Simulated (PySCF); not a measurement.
Two-component Hartree-Fock for Cl²⁺ (chlorine, charge +2)

Start: [Ne] 3s2 3p3; 3p1/2 filled at m_j = -1/2, +1/2; 3p3/2 filled at m_j = +3/2. Calculated with PySCF 2.14 in x2c-SVPall-2c (4s4p1d, 21 functions): generalised Hartree-Fock with the X2C-1e Hamiltonian and a Gaussian nucleus; one run each with spin-orbit coupling (SO) switched off, then screened by Boettger's factors.

```tsv
spinor shell	electrons	ε, spin-free (eV)	ε, screened SO (eV)	weight of nominal j (screened SO)	rms radius, screened SO (bohr)
1s1/2	2	-2891.0	-2891.0	1.000	0.105
2s1/2	2	-317.98	-317.97	1.000	0.478
2p1/2	2	-247.29	-248.96	0.817	0.449
2p3/2	4	-247.29	-246.46	0.909	0.451
3s1/2	2	-52.341	-52.340	1.000	1.56
3p1/2	2	-39.643	-39.675	0.516	1.77
3p3/2	1	-39.643	-39.577	1.000	1.77
```

```json
{"quantity": "E (hartree)", "spin-free": "-459.44500", "screened SO": "-459.44564"}
{"quantity": "M_J", "spin-free": "3/2", "screened SO": "3/2"}
{"quantity": "⟨J²⟩", "spin-free": "3.751", "screened SO": "3.751"}
{"quantity": "⟨L²⟩", "spin-free": "0.000", "screened SO": "0.001"}
{"quantity": "⟨S²⟩", "spin-free": "3.751", "screened SO": "3.749"}
```

Each row is a mean over spinors that exchange with the open shell spreads, by up to 10.783 eV (3s1/2).

Rows whose weight is well below 1 are mixtures of j = l ± 1/2: exchange outweighs spin-orbit coupling there, and the label is only the starting occupation.

Without spin-orbit coupling the j labels of p, d and f shells carry no meaning; the spin-free column gives the mean over the occupied spinors of each nl shell.
